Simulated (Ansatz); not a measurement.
Calculated with Ansatz (gas phase, PBE0-D4/def2-TZVP geometries, no zero-point term in ΔE). CCSD(T)/CBS adds triple-zeta CCSD(T) − MP2 to the extrapolated MP2 energy (def2 sets, frozen cores). This one scheme is used for every species. Functionals use def2-TZVPP. B3LYP here is the variant with VWN-RPA as its local correlation; programs differ in this. Each species was taken in one conformer, which may not be the lowest.

Reaction (substitution at a C–C bond): `N=CC[SiH2][SiH3]` + HCl → `[SiH3][SiH2]CCl` + `C=N`

```
          level  ΔE (kJ/mol)
        PBE0-D4         59.4
            PBE         53.3
          B3LYP         48.3
CCSD/def2-TZVPP         56.8
```

(1) What does CCSD(T)/CBS give? (An estimate is asked.)

Largest T1 diagnostic among the species: 0.013.

Answers

(1) Computed: +55.3 kJ/mol. The listed levels differ from it by 4.1, -2.0, -7.0, 1.5 kJ/mol.

In def2-TZVPP, CCSD(T) changes the Hartree–Fock value by +11.6 kJ/mol (the triples alone add +1.1 kJ/mol) and MP2 by +15.1 kJ/mol. The D4 term adds +6.3 kJ/mol with B3LYP and +3.9 kJ/mol with PBE0; it sums over pairs of atoms, weighted by their polarisabilities, and B3LYP, whose exchange is more repulsive, gets the larger term.
